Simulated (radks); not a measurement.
Values are calculated unless marked as measured or tabulated.
All-electron atom: Bi28+ in [Kr] 4d10 4f9. Level of theory: non-relativistic Kohn-Sham, LB94 model potential, spin-polarised, spherical densities, point nucleus; open shells are filled with parallel spins first (spin-orbit coupling, left out, can overturn this in heavy ions); relativity is left out, which matters for an element this heavy (a radial shooting solver on a logarithmic mesh with Libxc functionals).

Unscreened Slater integrals over Kohn-Sham orbitals (cm^-1). They are taken over the spin-up orbitals.

\begin{tabular}{lr}
integral & value \\ \hline
F0(4f,4f) & 515330 \\
F2(4f,4f) & 269220 \\
F4(4f,4f) & 174680 \\
F6(4f,4f) & 127460 \\
F0(4f,4d) & 497660 \\
F2(4f,4d) & 248490 \\
F4(4f,4d) & 161220 \\
G1(4f,4d) & 266530 \\
G3(4f,4d) & 179430 \\
G5(4f,4d) & 130480 \\
F0(4f,4p) & 494170 \\
F2(4f,4p) & 248470 \\
G2(4f,4p) & 199870 \\
G4(4f,4p) & 145120 \\
F0(4d,4d) & 488670 \\
F2(4d,4d) & 250560 \\
F4(4d,4d) & 169660 \\
F0(4d,4p) & 485300 \\
F2(4d,4p) & 250600 \\
G1(4d,4p) & 310050 \\
G3(4d,4p) & 198400 \\
F0(4p,4p) & 483210 \\
F2(4p,4p) & 254220 \\
\end{tabular}

Derived for the open shells (J is the average intra-shell exchange parameter used in DFT+U). 4f: F4/F2 = 0.649, F6/F2 = 0.473, J = (286 F2 + 195 F4 + 250 F6)/6435 = 22210 cm^-1.
